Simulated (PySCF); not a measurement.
ZnF, SMILES [F][Zn] (connectivity only; charge and spin as stated), neutral, multiplicity 2.

The structure is a stationary point at PBE0-D3(BJ)/def2-TZVPD. The spin state was assumed, not searched.

All values below come from ωB97X/def2-TZVPD run with PySCF.

The molecule is in vacuum.

```yaml
total_energy: -1879.29020 hartree
point_group: C∞v
"α spin, highest occupied and lowest empty level": -8.87 and 0.63 eV
"β spin, highest occupied and lowest empty level": -12.42 and -1.67 eV
dipole_moment: 3.13 D
mean_static_polarisability: 32.7 bohr³ (4.85 Å³)
polarisability_principal_values: 32.6, 32.6, 33.0 bohr³
"⟨S²⟩": 0.752 (pure state 0.75)
```
